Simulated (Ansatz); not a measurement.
The lowest singlet and triplet of CH2 (SMILES [CH2]); geometries from B3LYP-D3(BJ)/def2-TZVP, each state relaxed from the structure named, with no frequency check.
Singlet (charge 0, multiplicity 1):
```xyz
3

C     -0.0007     0.1750     0.0000
H     -0.8600    -0.5287     0.0000
H      0.8644    -0.5215     0.0000
```
Triplet (charge 0, multiplicity 3):
```xyz
3

C     -0.00036     0.10309     0.00000
H     -0.99519    -0.31276     0.00000
H      0.99735    -0.30579     0.00000
```

A positive gap puts the triplet lower; no zero-point energy. R- takes a restricted singlet. U- takes an unrestricted singlet (broken symmetry where lower, unprojected). The triplet is unrestricted in single-reference levels.

Frozen-core correlation.

Codes used: Ansatz (a program for electronic structure). Values without a source in brackets are computed.

### Question
One of these levels gives 8.60 kcal/mol for the gap E(singlet) − E(triplet), adiabatic. Which one is it?
A. U-wB97M-V/def2-TZVPP (spin-contaminated)
B. U-CCSD/cc-pVQZ (spin-contaminated)
C. R-HF/cc-pVTZ
D. U-HF/cc-pVTZ (spin-contaminated)

### Answer
A, U-wB97M-V/def2-TZVPP (spin-contaminated). The others give 28.46 (R-HF/cc-pVTZ), 16.90 (U-HF/cc-pVTZ (spin-contaminated)), 10.12 (U-CCSD/cc-pVQZ (spin-contaminated))

Doubts at one or more of the structures used: a restricted determinant that unrestricted orbitals would lower (R-HF/cc-pVTZ); T1 above 0.05 (U-CCSD/cc-pVQZ (spin-contaminated)).
